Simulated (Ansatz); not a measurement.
Molecule: C2H9P2Si, charge -1, multiplicity 1. It need not be the lowest isomer of its formula. Whether it binds its extra electron was not tested at this geometry. 
Coordinates optimised at B3LYP-D3(BJ)/def2-TZVP (Ansatz, a quantum-chemistry and plane-wave program):
SMILES: [CH2-][Si](C)(P)P
```xyz
14

C     -0.7516     1.7711    -1.0827
Si    -0.3889     0.2638    -0.2637
C     -1.9146    -0.8422    -0.0046
P      1.1610    -1.4222    -0.9401
P      0.4300     0.7564     1.8342
H     -1.4688     1.7635    -1.9028
H      0.0094     2.5419    -1.1769
H     -2.3300    -1.1317    -0.9748
H     -2.6836    -0.2951     0.5446
H     -1.6697    -1.7561     0.5417
H      0.7304    -1.4713    -2.2974
H      2.2111    -0.5094    -1.2275
H      1.4833    -0.2008     1.9310
H      1.2948     1.7803     1.3667
```
Charge -1, spin multiplicity 1.

Basis-set convergence of Hartree-Fock and CCSD(T) correlation energies (hartree) with Ansatz. Cores are frozen in the correlated levels unless marked. Spin-orbit coupling is left out. Non-relativistic. This anion needs diffuse functions, which these sets lack.

```json
[
 {"basis": "cc-pV(D+d)Z", "functions": "142", "E(HF)": "-1051.37528", "E(corr, CCSD(T))": "-0.75808"},
 {"basis": "cc-pV(T+d)Z", "functions": "303", "E(HF)": "-1051.44401", "E(corr, CCSD(T))": "-0.92786"},
 {"basis": "cc-pV(Q+d)Z", "functions": "572", "E(HF)": "[?]", "E(corr, CCSD(T))": "[?]"}
]
```

Q: Fill in the missing entries.

A: 
- cc-pV(Q+d)Z, E(HF): -1051.46189
- cc-pV(Q+d)Z, E(corr, CCSD(T)): -0.97943
